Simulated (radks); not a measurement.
Values are calculated unless marked as measured or tabulated.
How relativity changes the ionisation of the rhodium ion Rh19+ ([Ar] 3d8) to Rh20+ ([Ar] 3d7). Spin-unpolarised spherical Kohn-Sham, PBE, point nucleus unless stated (finite: rms radius 4.4945 fm), a radial shooting solver on a logarithmic mesh with Libxc functionals. A level marked "c x" has the speed of light scaled by that factor and shares open shells by 2j + 1; other Dirac levels either fill j = l - 1/2 first or share by 2j + 1.

non-rel.: E(Rh19+) (hartree) -4520.84891; E(Rh20+) (hartree) -4489.01828; IE (eV) 866.16; HOMO 3d; <r> HOMO (bohr) 0.3478
scalar-rel.: E(Rh19+) (hartree) -4616.65766; E(Rh20+) (hartree) -4584.91845; IE (eV) 863.67; HOMO 3d; <r> HOMO (bohr) 0.3476
scalar-rel., finite nucleus: E(Rh19+) (hartree) -4616.57282; E(Rh20+) (hartree) -4584.83356; IE (eV) 863.67; HOMO 3d; <r> HOMO (bohr) 0.3476
Dirac, 2j+1 shares: E(Rh19+) (hartree) -4617.55455; E(Rh20+) (hartree) -4585.81736; IE (eV) 863.61; HOMO 3d5/2; <r> HOMO (bohr) 0.3488
Dirac, low j first: E(Rh19+) (hartree) -4617.71867; E(Rh20+) (hartree) -4586.07271; IE (eV) 861.13; HOMO 3d5/2; <r> HOMO (bohr) 0.3489
Dirac, 2j+1 shares, finite nucleus: E(Rh19+) (hartree) -4617.46953; E(Rh20+) (hartree) -4585.73229; IE (eV) 863.61; HOMO 3d5/2; <r> HOMO (bohr) 0.3488
Dirac, c x 2: E(Rh19+) (hartree) -4544.06763; E(Rh20+) (hartree) -4512.25967; IE (eV) 865.54; HOMO 3d5/2; <r> HOMO (bohr) 0.3480
Dirac, c x 5: E(Rh19+) (hartree) -4524.52380; E(Rh20+) (hartree) -4492.69675; IE (eV) 866.06; HOMO 3d5/2; <r> HOMO (bohr) 0.3478
Dirac, c x 100: E(Rh19+) (hartree) -4520.85808; E(Rh20+) (hartree) -4489.02745; IE (eV) 866.16; HOMO 3d5/2; <r> HOMO (bohr) 0.3478

NIST Atomic Spectra Database: 857 eV (theoretical). The relativistic part of the total energy of Rh19+ is -96.62 hartree (Dirac, 2j+1 shares, finite nucleus), 2.1 % of the non-relativistic value. Spin polarisation and multiplet splitting of open shells are left out at every level.

Beside tabulated values, note that relativity, absent from the non-relativistic runs, is large for the heavy elements, and spin-unpolarised runs miss the spin-polarisation part of the exchange energy of open shells.
